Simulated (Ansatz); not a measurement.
`[GeH3][GeH2][GeH2][GeH2][GeH3]`, relaxed with RKS PBE0-D4/def2-TZVP in the Gaussian-basis code of Ansatz from a GFN2-xTB geometry. The force threshold is 0.005 eV/Å; the program also tests the step.

Charge 0, multiplicity 1.

Start:

```xyz
17

Ge    1.650    2.173    0.900
Ge   -0.389    1.218    1.665
Ge   -1.864    0.425   -0.049
Ge   -0.791   -0.947   -1.695
Ge    0.591   -2.684   -0.841
H     1.486    3.521    0.264
H     2.686    2.356    1.968
H     2.315    1.329   -0.151
H    -1.102    2.184    2.586
H    -0.063    0.069    2.597
H    -3.026   -0.317    0.578
H    -2.559    1.589   -0.727
H     0.050   -0.063   -2.593
H    -1.803   -1.516   -2.666
H     1.499   -3.307   -1.857
H     1.496   -2.204    0.258
H    -0.176   -3.823   -0.237
```

| step | energy (eV) | largest force (eV/Å) | largest move (Å) |
| --- | --- | --- | --- |
| 1 | -282752.0087 | 0.742 | 0.000 |
| 2 | -282752.2432 | 0.167 | 0.158 |
| 3 | -282752.2767 | 0.030 | 0.100 |
| 4 | -282752.2831 | 0.014 | 0.088 |
| 5 | -282752.2857 | 0.104 | 0.195 |
| 6 | -282752.2859 | 0.104 | 0.026 |
| 7 | -282752.2884 | 0.004 | 0.017 |

End:

```xyz
17

Ge    1.610    2.023    0.752
Ge   -0.377    1.033    1.721
Ge   -1.923    0.438   -0.051
Ge   -0.698   -0.787   -1.750
Ge    0.610   -2.530   -0.692
H     1.233    3.296   -0.024
H     2.642    2.388    1.831
H     2.254    1.031   -0.231
H    -1.029    2.014    2.715
H     0.012   -0.240    2.495
H    -3.064   -0.438    0.501
H    -2.543    1.714   -0.651
H     0.244    0.184   -2.486
H    -1.657   -1.398   -2.788
H     1.440   -3.315   -1.721
H     1.566   -1.905    0.338
H    -0.321   -3.509    0.042
```

Hardware: 6 threads of an AMD EPYC 7R13 on a shared host and a share of an NVIDIA H100 80 GB. Wall time 28 s, peak host memory 1.3 GiB.
